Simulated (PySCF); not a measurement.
Excitation energy of Al⁺ by level of theory

Al⁺ [Ne] 3s2 (1S) → Al⁺ [Ne] 3s1 3p1 (3P), as a difference of total energies. Calculation: PySCF 2.14, in aug-cc-pV(Q+d)Z (7s6p5d3f2g, 89 functions); no relativity, point nucleus. Correlated levels: valence: [Ne] frozen. The calculations carry no spin-orbit coupling.

| method | excitation energy (eV) |
| --- | --- |
| UHF | 3.520 |
| LDA | 4.685 |
| PBE | 4.504 |
| PBE0 | 4.376 |
| r2SCAN | 4.089 |
| BLYP | 4.767 |
| revPBE | 4.418 |
| B97-3 | 4.706 |
| TPSS | 4.362 |
| MP2 (valence) | 4.241 |
| SCS-MP2 (valence) | 4.447 |

Q: How much does correlation contribute at MP2 (valence)?

A: 4.241 − (3.520) = 0.721 eV, measured against UHF.

Errors of the correlated levels include the incompleteness of this basis and the frozen core.

For comparison: 4.651 eV (measured; NIST levels, between the centres of gravity of the two terms).
